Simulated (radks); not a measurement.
Isoelectronic series with 34 electrons, all held in the configuration [Ar] 3d10 4s2 4p4, which need not be the ground one along the series. Calculated with a radial shooting solver on a logarithmic mesh with Libxc functionals: non-relativistic Kohn-Sham, LDA (Slater exchange, Perdew-Wang correlation), spin-polarised, spherical densities, point nucleus; open shells are filled with parallel spins first (spin-orbit coupling, left out, can overturn this in heavy ions). Total energies (hartree) and mean radii <r> (bohr):

ion,E (hartree),4p down,4p up,4s down
Se,-2398.12086,2.342,2.278,1.825
Kr2+,-2748.70303,1.752,1.735,1.527
Sr4+,-3125.15382,1.453,1.445,1.322
Zr6+,-3527.34780,1.256,1.252,1.171
Mo8+,-3955.21641,1.114,1.111,1.055
Ru10+,-4408.71670,1.003,1.001,0.9610
Pd12+,-4887.81962,0.9149,0.9134,0.8840
Cd14+,-5392.50453,0.8419,0.8408,0.8191
